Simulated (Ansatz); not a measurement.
`[SiH3][O][In]([Cl])[Br]`. Total charge 0; spin multiplicity 1. In: def2 effective core potential.

```xyz
8

Si    0.890   -0.216    1.235
O     0.313    0.656   -0.026
In   -0.980    0.403   -1.465
Cl   -2.103   -1.600   -1.589
Br   -1.340    2.205   -3.047
H     2.336   -0.493    1.031
H     0.714    0.560    2.491
H     0.170   -1.514    1.370
```

Question: What are the harmonic wavenumbers in cm⁻¹ at PBE0-D4/def2-TZVP (Ansatz, finite differences of forces, unscaled)? (Best estimate.)

Answer: Ansatz gave: 18i, 40, 50, 74, 108, 137, 262, 379, 463, 717, 732, 954, 956, 978, 998, 2204, 2219, 2223.
